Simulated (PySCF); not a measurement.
A structure optimised at B3LYP-D3(BJ)/def2-SVP, used in a PySCF frequency run:

```
B
N 1 1.4127
H 2 1.0128 1 138.21
C 2 1.4730 3 126.04 1 180.00
H 4 1.1061 2 114.23 3 62.97
H 4 1.1061 5 108.64 2 128.81
C 4 1.5362 5 114.99 6 130.47
C 7 1.3338 4 131.08 5 -63.66
H 8 1.0951 7 121.08 4 180.00
H 8 1.0969 9 116.47 7 180.00
C 1 1.5655 2 132.91 3 0.00
H 11 1.1018 1 113.50 2 0.00
H 11 1.1041 12 108.11 1 -122.79
H 11 1.1041 12 108.11 13 -114.42
```

Task: Write its SMILES, formula and point group.

Result: C=C1CNB1C, C₄H₈BN, Cs

Task: What are its rotational constants (standard atomic weights)?

Result: 5.1307, 3.3058, 2.0629 GHz
